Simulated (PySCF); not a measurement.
# Al: interval between two levels

Al [Ne] 3s2 3p1 [2P3/2, M_J = 3/2] → Al [Ne] 3s2 4s1 [2S1/2, M_J = 1/2], as a difference of total energies. Computed with PySCF 2.14 in x2c-SVPall-2c with one added diffuse shell each of s, p type (5s5p1d, 25 functions), with the two-component X2C-1e Hamiltonian. Correlated levels: [Ne] frozen. "Screened" scales the spin-orbit matrix elements by Boettger's factors to mimic the two-electron term; Breit and QED terms are absent.

| method | interval between two levels (cm⁻¹) |
| --- | --- |
| GHF (spin-free) | 23886 |
| GMP2 (spin-free) | 24011 |
| GHF (screened spin-orbit) | 23845 |
| GMP2 (screened spin-orbit) | 23969 |

Errors of the correlated levels include the incompleteness of this basis and the frozen core.

For comparison: 25236 cm⁻¹ (measured; NIST Handbook of Basic Atomic Spectroscopic Data (Sansonetti and Martin, J. Phys. Chem. Ref. Data 34, 1559 (2005))).
